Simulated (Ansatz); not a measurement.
Start from `OC([SiH3])N[SiH3]` and change one atom or group to get `O[CH]([AlH2])[SiH3]`.

Ansatz, PBE0-D4/def2-TZVP geometries, multiplicity 1. Each molecule was computed in one conformer, which needn't be the lowest.

```csv
property,`OC([SiH3])N[SiH3]`
HOMO energy (PBE0/def2-TZVPP) / eV,-7.06
HOMO–LUMO gap (PBE/def2-TZVPP) / eV,5.03
size of the dipole moment (B3LYP/def2-TZVPP) / D,1.08
LUMO energy (B3LYP/def2-TZVPP) / eV,-0.13
LUMO energy (PBE/def2-TZVPP) / eV,-0.73
LUMO energy (PBE0/def2-TZVPP) / eV,0.10
```

Task: Give the same properties after the change, and the shifts. (An estimate is asked.)

Result: Ansatz gave: 
```csv
property,`O[CH]([AlH2])[SiH3]`,shift
HOMO energy (PBE0/def2-TZVPP) / eV,-7.57,-0.51
HOMO–LUMO gap (PBE/def2-TZVPP) / eV,3.75,-1.28
size of the dipole moment (B3LYP/def2-TZVPP) / D,1.54,0.46
LUMO energy (B3LYP/def2-TZVPP) / eV,-1.91,-1.78
LUMO energy (PBE/def2-TZVPP) / eV,-2.46,-1.73
LUMO energy (PBE0/def2-TZVPP) / eV,-1.70,-1.80
```

With PBE0 the HOMO falls by 0.51 eV and the LUMO falls by 1.80 eV, so the gap narrows by about 1.29 eV. PBE moves the HOMO by -0.45 eV and ωB97M-V by -0.44 eV. Dipoles are sizes alone; their direction can turn.

B3LYP here is the variant with VWN-RPA as its local correlation; programs differ in this.
